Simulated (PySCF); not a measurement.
(2R)-but-3-ene-1,2-diamine (C4H10N2), SMILES C([C@H](N)C=C)N.

Coordinates come from a B3LYP-D3(BJ)/def2-SVP optimisation. The values are those of a single conformer.

Level of theory: PBE/def2-TZVP (PySCF).

Gas-phase values at a fixed geometry.

The total energy is -267.66308 hartree. The highest occupied level is -5.36 eV and the lowest empty level is -0.93 eV. The orbital gap comes out as 4.43 eV and the dipole moment comes out as 1.78 D. The quadrupole, principal values (traceless, Buckingham form, about the centre of nuclear charge) is -5.58, -1.96, 7.54 D·Å and the mean static polarisability comes out as 69.9 bohr³ (10.35 Å³). The polarisability, principal values is 60.5, 62.3, 86.8 bohr³.
